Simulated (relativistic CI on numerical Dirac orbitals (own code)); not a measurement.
Computed by Dirac equation for one electron, model QED (radiative potential, 1s self-energy scaled to tabulated hydrogen-like ionisation energies) (own radial code, finite nucleus).

The strongest absorption lines from the ground level of an ion, among the configurations computed and to levels below about 34200 eV (vacuum wavelength in nm, gf): 0.03621 (0.0095), 0.03666 (0.017), 0.03752 (0.035), 0.03756 (0.017), 0.03952 (0.097), 0.03964 (0.048), 0.04658 (0.49), 0.04713 (0.26).

Which ion is it?
A. Sn L
B. Ce LVIII
C. Pd XLVI
D. Sn XLVIII

A. Sn L has 1 electrons and the ground level 1s 2S_1/2; the strongest line goes to 2p 2P°_3/2. The pattern of lines fixes the number of electrons, and along that sequence the line energies rise steadily with the charge (about as its square where n changes within one kind of shell, about linearly where n is kept but much faster in heavy ions where fine structure, which grows about as Z⁴, sets the gap, and irregularly where shells cross), which fixes Z. Configurations outside the model, such as inner-shell arrays, can give stronger lines.
